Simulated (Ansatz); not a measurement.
Ansatz (an electronic-structure program) input (RI-MP2/aug-cc-pVTZ):
A basis named .json is the Basis Set Exchange file of that set.

Ansatz 0.2 input:
```yaml
crystal:
  periodic: [false, false, false]
  atoms:
    - {symbol: C, position_ang: [-1.63266651, -1.10247882, -0.09396367]}
    - {symbol: C, position_ang: [-0.70820501, -0.27288137, 0.81134616]}
    - {symbol: B, position_ang: [0.50269349, 0.47497656, 0.01319844]}
    - {symbol: N, position_ang: [0.71080675, 1.82819107, -0.10414443]}
    - {symbol: N, position_ang: [1.41307023, -0.49447560, -0.67607208]}
    - {symbol: H, position_ang: [-2.10404508, -0.46232804, -0.84644842]}
    - {symbol: H, position_ang: [-1.06263751, -1.85863151, -0.64037019]}
    - {symbol: H, position_ang: [-2.43614524, -1.61680958, 0.45265900]}
    - {symbol: H, position_ang: [-1.30676837, 0.47097955, 1.35103985]}
    - {symbol: H, position_ang: [-0.29403159, -0.94136758, 1.58460869]}
    - {symbol: H, position_ang: [-0.02347970, 2.36636063, 0.35442244]}
    - {symbol: H, position_ang: [1.61564500, -1.35633440, -0.18628286]}
    - {symbol: H, position_ang: [2.27608549, -0.06059905, -0.97840026]}
basis:
  gaussian:
    orbitals: aug-cc-pVTZ
    fitting: {mean_field: def2-universal-jkfit, correlation: aug-cc-pVTZ-RIFIT.json}
total_charge: -1
magnetization: {spin_polarized: false}
correlation: {method: mp2, electrons: outside_noble_gas}
```

End of the output:

```
integrals: 0.68 GiB planned
523 factors; integrals over basis functions are off by at most 9.0e-1 eV
0.91 GiB of device memory are held for the factors and their scratch space
mean field: 1.49 GiB planned
mean field evaluation 1: about -5820.5289 eV, gradient 4.6e1 eV
mean field evaluation 2: about -5824.1303 eV, gradient 2.8e1 eV
mean field evaluation 4: about -5825.8285 eV, gradient 1.7e0 eV
mean field evaluation 8: about -5825.8389 eV, gradient 2.2e-6 eV
mean field -5825.83887507 eV, -214.0956297633 hartree, gradient 2.2e-6 eV, S^2 0.000000; 0 other end points of the search recorded, 0 dependent functions left out
5 core orbitals not correlated
898 factors; their error is unknown
reference -5825.83887507 eV, -214.0956297633 hartree; 15, 15 occupied and 394, 394 virtual orbitals, 898 factors
second order -25.15178502 eV of doubles, -0.00000000 eV of singles
Total energy: -5850.99066009 eV, -215.0199408143 hartree
```

It need not be the lowest isomer of its formula. Whether it binds its extra electron was not tested at this geometry.
